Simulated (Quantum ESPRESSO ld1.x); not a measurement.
The run below uses ld1.x (Quantum ESPRESSO 7.5).

```
 &input
    zed=52.0,
    iswitch=1,
    rel=2,
    dft='PZ',
    config='[Kr] 4d2 5s0 5p0 4f0',
    rel_dist='energy',
    verbosity='high',
    lsmall=.true.,
    prefix='ld1',
    max_out_wfc=37,
    file_charge='ld1.rho',
 /
```

It prints (banner and zero overlaps left out):

```
     Program LD1 v.7.5 starts

 classical turning point too close to mesh           4           3           3   [2 such lines]
 classical turning point too close to mesh           4           3          -4   [2 such lines]
     --------------------------- All-electron run ----------------------------

     dirac relativistic calculation

     atomic number is 52.00
     dft =PZ   lsd =0 sic =0 latt =0  beta=0.20 tr2=1.0E-14
     Exchange-correlation= PZ
                           (   1   1   0   0   0   0   0)
     mesh =2071 r(mesh) = 100.35925 a.u. xmin = -8.00 dx = 0.00800
     1 Ry =  13.60569312 eV, c = 137.03599908

     n l j   nl                  e(Ry)          e(Ha)          e(eV)
     Spin orbit split results
     1 0 0.5 1S 1( 2.00)   -2344.092005471   -1172.046002735 -31892.9964785
     2 0 0.5 2S 1( 2.00)    -379.534754493    -189.767377247  -5163.8333991
     2 1 0.5 2P 1( 2.00)    -357.289789911    -178.644894955  -4861.1752375
     2 1 1.5 2P 1( 4.00)    -337.136786853    -168.568393426  -4586.9796624
     3 0 0.5 3S 1( 2.00)     -93.651271930     -46.825635965  -1274.1904665
     3 1 0.5 3P 1( 2.00)     -84.517448748     -42.258724374  -1149.9184712
     3 1 1.5 3P 1( 4.00)     -80.718213959     -40.359106979  -1098.2272486
     4 0 0.5 4S 1( 2.00)     -32.826141317     -16.413070658   -446.6224052
     4 1 0.5 4P 1( 2.00)     -29.485803334     -14.742901667   -401.1747917
     4 1 1.5 4P 1( 4.00)     -28.602448961     -14.301224481   -389.1561431
     3 2 1.5 3D 1( 4.00)     -64.627803245     -32.313901622   -879.3060582
     3 2 2.5 3D 1( 6.00)     -63.826598471     -31.913299236   -868.4051119
     4 2 1.5 4D 1( 2.00)     -23.050869282     -11.525434641   -313.6230537
     4 2 2.5 4D 1( 0.00)     -22.885765092     -11.442882546   -311.3766967
     5 0 0.5 5S 1( 0.00)     -16.083016804      -8.041508402   -218.8205911
     5 1 0.5 5P 1( 0.00)     -14.739328387      -7.369664193   -200.5387789
     5 1 1.5 5P 1( 0.00)     -14.434497835      -7.217248917   -196.3913479
     4 3 2.5 4F 1( 0.00)     -16.607319947      -8.303659974   -225.9540988
     4 3 3.5 4F 1( 0.00)     -16.583559755      -8.291779878   -225.6308249
     Averaged results
     1 0     1S 1( 2.00)   -2344.092005471   -1172.046002735 -31892.9964785
     2 0     2S 1( 2.00)    -379.534754493    -189.767377247  -5163.8333991
     2 1     2P 1( 6.00)    -343.854454539    -171.927227269  -4678.3781874
     3 0     3S 1( 2.00)     -93.651271930     -46.825635965  -1274.1904665
     3 1     3P 1( 6.00)     -81.984625555     -40.992312778  -1115.4576561
     4 0     4S 1( 2.00)     -32.826141317     -16.413070658   -446.6224052
     4 1     4P 1( 6.00)     -28.896900419     -14.448450209   -393.1623593
     3 2     3D 1(10.00)     -64.147080381     -32.073540190   -872.7654904
     4 2     4D 1( 2.00)     -22.951806768     -11.475903384   -312.2752395
     5 0     5S 1( 0.00)     -16.083016804      -8.041508402   -218.8205911
     5 1     5P 1( 0.00)     -14.536108019      -7.268054009   -197.7738249
     4 3     4F 1( 0.00)     -16.593742695      -8.296871347   -225.7693709

     final scf error:  5.9E-15 reached in  18 iterations

     Etot =  -13443.244467 Ry,   -6721.622234 Ha, -182904.658802 eV

     Ekin =   14224.370615 Ry,    7112.185308 Ha,  193532.421459 eV
     Encl =  -31780.744468 Ry,  -15890.372234 Ha, -432399.056451 eV
     Eh   =    4431.006177 Ry,    2215.503088 Ha,   60286.910269 eV
     Exc  =    -317.876792 Ry,    -158.938396 Ha,   -4324.934079 eV
```

Run on one thread of a shared host, so times are rough (Intel(R) Xeon(R) Processor @ 2.60GHz): 0.65 s of CPU time, 0.68 s wall, 18 iterations on 2071 mesh points.
